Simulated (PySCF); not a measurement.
C7H9NO (charge +1 and doublet state).
Geometry (GFN2-xTB, Å), atoms numbered from 1 in this order:
```
atom  x, y, z in Å
C1     2.5568   -0.6509   -0.1965
C2     1.0949   -1.0005   -0.1066
O3     0.7087   -2.1380    0.0104
C4     0.1908    0.1459   -0.1364
C5     0.4104    1.4562   -0.5241
C6    -0.8304    2.0986   -0.4917
C7    -1.7728    1.1603   -0.0232
N8    -1.1619    0.0174    0.2356
C9    -1.7461   -1.1714    0.7595
H10    3.1468   -1.5354    0.0326
H11    2.8153    0.1609    0.4782
H12    2.7612   -0.3355   -1.2205
H13    1.3332    1.8848   -0.8608
H14   -1.0430    3.1041   -0.7996
H15   -2.8260    1.3018    0.1351
H16   -2.8293   -1.1417    0.6549
H17   -1.3386   -2.0449    0.2291
H18   -1.4787   -1.3053    1.8124
```

The hyperfine couplings belong to this conformer and change with its torsions.

Identity: `CC(=O)[C+]1[CH]C=CN1C` [radical] (charge +1).

The calculation used UKS B3LYP, pcH-1 on C H N O, non-relativistic, mean-field spin-orbit, GIAO in PySCF 2.14.0. Geometry: GFN2-xTB, one conformer, isolated ion. Couplings are sensitive to structure, and on GFN2-xTB geometries they can be far from those on DFT ones, by a factor of two or more for some ions and for spin on atoms past the first row. The frame is twisted about the C2–C4 bond at this geometry (dihedral O3–C2–C4–N8 = 13°); couplings at other torsion angles weren't computed. No stability test was run, so a lower SCF solution isn't excluded.

**Question.** Where do the isotropic ENDOR lines of N8, H15, H14, H13, H16/H17/H18 and H10/H11/H12 fall at 347.5 mT, to first order?

**Answer.** ν± = |νn ± a/2|, one line for each electron-spin manifold; νn = |g_N| × 7.62259 MHz/T × B.

| nuclei | isotope | g_N | νn (MHz) | a_iso (MHz) | lower line (MHz) | upper line (MHz) |
| --- | --- | --- | --- | --- | --- | --- |
| N8 | 14N | 0.4038 | 1.07 | -5.94 | 1.90 | 4.04 |
| H15 | 1H | 5.5857 | 14.80 | -23.92 | 2.83 | 26.76 |
| H14 | 1H | 5.5857 | 14.80 | -23.91 | 2.84 | 26.75 |
| H13 | 1H | 5.5857 | 14.80 | 5.35 | 12.12 | 17.47 |
| H16/H17/H18 | 1H | 5.5857 | 14.80 | 2.48 | 13.56 | 16.04 |
| H10/H11/H12 | 1H | 5.5857 | 14.80 | -2.23 | 13.68 | 15.91 |

**Question.** Which pairs are centred on the nuclear Larmor frequency, and which on half the coupling?

**Answer.** Centred on νn, since |a| < 2νn: H15, H14, H13, H16/H17/H18 and H10/H11/H12. Centred on |a|/2 and split by 2νn: N8.

Class means assume fast exchange of nuclei equivalent by connectivity; if that motion is slow, each nucleus keeps its own coupling. The three 1H nuclei of mean +2.5 MHz run from -2.4 to 8.2 MHz in the frozen geometry. The three 1H nuclei of mean -2.2 MHz run from -5.6 to -0.4 MHz in the frozen geometry.

Largest spin populations (Mulliken): C4 (+0.50), C6 (+0.33), C7 (+0.32) and O3 (+0.16). Four atoms exceed +0.15. The positive populations add up to 1.32 and the negative ones to -0.32, together 2S = 1.

The SMILES draws the unpaired electron on C5; the largest computed Mulliken spin population is on C4 (0.50 against -0.15).
